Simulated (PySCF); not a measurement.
Species: C6H14NP.
Atom-mapped SMILES: `[CH2:1]=[CH:2][P:3]([CH3:4])[CH2:5][N:6]([CH3:7])[CH3:8]` (hydrogens: H9, H10 on C1; H11 on C2; H12, H13, H14 on C4; H15, H16 on C5; H17, H18, H19 on C7; H20, H21, H22 on C8)

Structure used (PBE0-D3(BJ)/def2-SVP), in Å, numbered top down from 1:
```
atom  x, y, z in Å
C1     3.4266   -0.5936    0.7827
C2     2.1705   -1.0424    0.8836
P3     0.8781   -0.9836   -0.3893
C4     1.4695    0.3368   -1.5263
C5    -0.3948    0.0101    0.5590
N6    -1.5477    0.2886   -0.2626
C7    -2.3171    1.4112    0.2103
C8    -2.3634   -0.8735   -0.5118
H9     4.1494   -0.7510    1.5891
H10    3.7900   -0.0646   -0.1039
H11    1.8775   -1.5834    1.7938
H12    0.5831    0.6853   -2.0773
H13    1.9158    1.1884   -0.9876
H14    2.1963   -0.0624   -2.2492
H15    0.0675    0.9627    0.8648
H16   -0.6441   -0.5421    1.4954
H17   -1.6768    2.3024    0.2957
H18   -3.1219    1.6423   -0.5050
H19   -2.7901    1.2349    1.2035
H20   -2.8612   -1.2580    0.4080
H21   -1.7451   -1.6859   -0.9228
H22   -3.1473   -0.6350   -1.2468
```

Level: PBE0/pcSseg-1 in PySCF, non-relativistic, on one gas-phase PBE0-D3(BJ)/def2-SVP geometry that isn't relaxed in the solvent. The solvent is an IEF-PCM continuum (Bondi radii, 1.10 Å for H, scaled by 1.2). Only the electrostatic response of the medium enters.

```json
{"run": "gas", "E − E(gas) (kJ/mol)": "0.00", "HOMO (eV)": "-6.04", "HOMO–LUMO gap (eV)": "5.95", "dipole (D)": "1.35"}
{"run": "P", "E − E(gas) (kJ/mol)": "-6.85", "HOMO (eV)": "-6.02", "HOMO–LUMO gap (eV)": "5.94", "dipole (D)": "1.57"}
{"run": "Q", "E − E(gas) (kJ/mol)": "-11.24", "HOMO (eV)": "-6.03", "HOMO–LUMO gap (eV)": "5.93", "dipole (D)": "1.72"}
```

Problem. The runs were made in benzene and chloroform. Which run belongs to which solvent?

Solution. P = benzene, Q = chloroform. The dielectric constants are 2.271 (benzene), 4.711 (chloroform), and the energy falls further as ε rises. In this model the ground state sees the solvent through ε alone.

Problem. How constant is the ratio of the lowering to (ε − 1)/(2ε + 1)?

Solution. 
| solvent | (ε − 1)/(2ε + 1) | E − E(gas) (kJ/mol) | ratio (kJ/mol) | polarisation term (kJ/mol) |
| --- | --- | --- | --- | --- |
| benzene | 0.229 | -6.85 | -29.9 | -7.20 |
| chloroform | 0.356 | -11.24 | -31.6 | -12.24 |

The ratio changes by +5.7 % in size from benzene to chloroform. The polarisation term is half the interaction of the solute with the induced surface charges.
